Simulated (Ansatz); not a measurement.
Reaction (ligand exchange at the Si–O bond): `C=C(Cl)O[SiH3]` + arsine → `[SiH3][AsH2]` + `C=C(O)Cl`

Computed with Ansatz on PBE0-D4/def2-TZVP structures; ΔE is electronic, products minus reactants. CBS: MP2 limit from def2 TZ/QZ plus the TZ coupled-cluster correction, frozen cores. DFT in def2-TZVPP. For As outer-core shells are correlated without core-valence functions, which leaves a few kJ/mol of doubt a bond. Scalar relativity is left out up to krypton. One conformer a species, not always the lowest.

```json
{"level": "B2PLYP", "ΔE (kcal/mol)": "14.4"}
{"level": "PBE", "ΔE (kcal/mol)": "9.4"}
{"level": "MP2/def2-QZVPP", "ΔE (kcal/mol)": "14.3"}
{"level": "MP2/CBS(def2)", "ΔE (kcal/mol)": "14.0"}
```

(1) What does CCSD(T)/CBS give? (Estimate.)

Largest T1 diagnostic among the species: 0.012.

Answers

(1) Ansatz gave: +13.7 kcal/mol. The listed levels differ from it by 0.7, -4.3, 0.6, 0.3 kcal/mol.

In def2-TZVPP, CCSD(T) changes the Hartree–Fock value by −2.8 kcal/mol (the triples alone add −0.3 kcal/mol) and MP2 by −2.5 kcal/mol. The D4 term adds +0.9 kcal/mol with B3LYP and +0.5 kcal/mol with PBE0; it sums over pairs of atoms, weighted by their polarisabilities, and B3LYP, whose exchange is more repulsive, gets the larger term.

B3LYP here is the variant with VWN-RPA as its local correlation; programs differ in this.
